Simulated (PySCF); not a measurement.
SMILES CC(C)[SiH2]Br (GFN2-xTB optimised geometry):

```
14

C      1.646    -0.390     0.000
C      0.117    -0.390     0.000
C     -0.415    -1.174    -1.196
Si    -0.584     1.377     0.000
Br     0.058     2.367     1.882
H      2.032     0.088    -0.900
H      2.025    -1.410     0.027
H      2.041     0.139     0.866
H     -0.216    -0.901     0.912
H     -1.503    -1.212    -1.189
H     -0.095    -0.716    -2.131
H     -0.041    -2.197    -1.178
H     -2.041     1.398     0.034
H     -0.036     2.197    -1.072
```

Method: PBE/def2-TZVP (PySCF).

**Question.** What are the frontier orbital energies and the dipole moment?

**Answer.** HOMO-2 -7.66 eV, HOMO-1 -6.91 eV, HOMO -6.73 eV, LUMO -0.79 eV, LUMO+1 0.02 eV; dipole moment 2.06 D.

Meta-Löwdin charges at PBE/def2-TZVP: C1 -0.35, C2 -0.27, C3 -0.35, Si4 0.60, Br5 -0.27, H6 0.11, H7 0.12, H8 0.12, H9 0.12, H10 0.12, H11 0.11, H12 0.12, H13 -0.08, H14 -0.08.
